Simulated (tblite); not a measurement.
C6H5BrF (doublet state).
Numbering: `[F:1][C:2]1=[CH:3][CH:4]=[C:5]([Br:6])[CH2:7][CH:8]1` (hydrogens: H9 on C3; H10 on C4; H11, H12 on C7; H13 on C8)
Bond orders are those of one Lewis drawing.

Computed with GFN2-xTB (tblite), gas phase: L-BFGS steps from a force-field or distance-geometry start until the largest atomic force falls under 0.01 eV/Å.

Step 4: E = -657.0846 eV
```
atom  x, y, z in Å  |  force x, y, z in eV/Å
F1     -2.5171   -0.3522    1.2639    0.051  -0.039  -0.030
C2     -1.3242   -0.1594    0.6595    0.019  -0.022   0.026
C3     -0.9431    1.1653    0.4027   -0.001   0.170  -0.025
C4      0.2829    1.4182   -0.2198   -0.033  -0.022   0.042
C5      1.1022    0.3895   -0.5670   -0.037  -0.026  -0.001
Br6     2.7708    0.7191   -1.4166   -0.126  -0.017   0.068
C7      0.7651   -1.0452   -0.3245    0.071   0.029  -0.036
C8     -0.5573   -1.2280    0.3418    0.012   0.086  -0.021
H9     -1.5934    1.9738    0.6844   -0.039   0.020   0.013
H10     0.5633    2.4433   -0.4111    0.062  -0.043  -0.034
H11     0.7804   -1.5895   -1.2834    0.009  -0.040   0.058
H12     1.5573   -1.5081    0.2862   -0.025  -0.044  -0.038
H13    -0.8913   -2.2264    0.5662    0.038  -0.053  -0.023
```

Step 5: E = -657.0864 eV
```
atom  x, y, z in Å  |  force x, y, z in eV/Å
F1     -2.5136   -0.3534    1.2618   -0.022  -0.042   0.014
C2     -1.3219   -0.1584    0.6603    0.002   0.035   0.002
C3     -0.9445    1.1682    0.4020    0.009   0.084  -0.001
C4      0.2818    1.4178   -0.2179   -0.012   0.020   0.008
C5      1.0987    0.3882   -0.5663    0.026  -0.004  -0.018
Br6     2.7680    0.7190   -1.4151   -0.123  -0.016   0.066
C7      0.7644   -1.0453   -0.3240    0.075   0.032  -0.040
C8     -0.5571   -1.2262    0.3408    0.031   0.013  -0.010
H9     -1.5944    1.9747    0.6848   -0.066   0.055   0.022
H10     0.5654    2.4414   -0.4123    0.057  -0.033  -0.028
H11     0.7812   -1.5903   -1.2805    0.000  -0.057   0.003
H12     1.5563   -1.5095    0.2840    0.001  -0.047  -0.001
H13    -0.8887   -2.2259    0.5647    0.022  -0.037  -0.017
```

Step 6: E = -657.0878 eV
```
atom  x, y, z in Å  |  force x, y, z in eV/Å
F1     -2.5112   -0.3551    1.2603   -0.056  -0.035   0.035
C2     -1.3199   -0.1566    0.6609   -0.005   0.044  -0.019
C3     -0.9459    1.1719    0.4016    0.009   0.000   0.022
C4      0.2811    1.4179   -0.2163   -0.004   0.034  -0.015
C5      1.0962    0.3872   -0.5659    0.044   0.016  -0.014
Br6     2.7634    0.7186   -1.4126   -0.076  -0.004   0.041
C7      0.7649   -1.0449   -0.3242    0.044   0.005  -0.025
C8     -0.5562   -1.2246    0.3397    0.027  -0.019   0.006
H9     -1.5965    1.9765    0.6855   -0.071   0.071   0.022
H10     0.5683    2.4392   -0.4139    0.054  -0.007  -0.024
H11     0.7818   -1.5921   -1.2782   -0.004  -0.061  -0.040
H12     1.5556   -1.5115    0.2823    0.025  -0.041   0.026
H13    -0.8860   -2.2260    0.5630    0.014  -0.003  -0.016
```

Step 7: E = -657.0887 eV
```
atom  x, y, z in Å  |  force x, y, z in eV/Å
F1     -2.5102   -0.3570    1.2599   -0.042  -0.021   0.031
C2     -1.3186   -0.1550    0.6610   -0.024   0.026  -0.018
C3     -0.9469    1.1749    0.4018   -0.010  -0.028   0.039
C4      0.2805    1.4183   -0.2155   -0.003   0.033  -0.023
C5      1.0949    0.3870   -0.5658    0.023   0.013   0.003
Br6     2.7586    0.7183   -1.4100   -0.011   0.013   0.006
C7      0.7661   -1.0447   -0.3248    0.008  -0.026  -0.008
C8     -0.5552   -1.2233    0.3391    0.020  -0.025   0.014
H9     -1.5993    1.9790    0.6864   -0.045   0.048   0.011
H10     0.5715    2.4376   -0.4156    0.046   0.015  -0.020
H11     0.7823   -1.5947   -1.2772   -0.003  -0.048  -0.052
H12     1.5556   -1.5138    0.2815    0.032  -0.026   0.031
H13    -0.8838   -2.2262    0.5615    0.009   0.027  -0.015
```

Question: Estimate the geometry and energy of step 8. (The exact step hangs on the optimiser's Hessian estimate; all steps are aligned on step 7, rigid shifts and turns removed.)

Answer: E = -657.0892 eV, largest force 0.045 eV/Å
```
atom  x, y, z in Å  |  force x, y, z in eV/Å
F1     -2.5105   -0.3583    1.2602   -0.019  -0.012   0.017
C2     -1.3185   -0.1541    0.6608   -0.020   0.000  -0.013
C3     -0.9476    1.1765    0.4027   -0.012  -0.022   0.034
C4      0.2802    1.4189   -0.2155   -0.012   0.014  -0.014
C5      1.0947    0.3872   -0.5657   -0.008   0.001   0.016
Br6     2.7560    0.7184   -1.4085    0.030   0.023  -0.015
C7      0.7671   -1.0451   -0.3254   -0.006  -0.036   0.001
C8     -0.5543   -1.2229    0.3390    0.005   0.002   0.014
H9     -1.6014    1.9810    0.6870   -0.018   0.020   0.000
H10     0.5740    2.4371   -0.4168    0.035   0.021  -0.015
H11     0.7824   -1.5968   -1.2777   -0.001  -0.028  -0.035
H12     1.5561   -1.5154    0.2816    0.023  -0.011   0.019
H13    -0.8826   -2.2260    0.5606    0.003   0.029  -0.010
```

The energy changes by -0.0005 eV. The first-order estimate −F·Δx gives -0.0007 eV and the mean of the old and new forces, exact on a quadratic surface, -0.0005 eV. The step makes an angle of 51° with the force vector and moves no atom by more than 0.003 Å.

The cost below is that of the whole relaxation. The run took 0.11 s of wall time on one thread, Intel Xeon Platinum 8488C (x86_64), shared host with 96 logical CPUs at a one-minute load of 50.
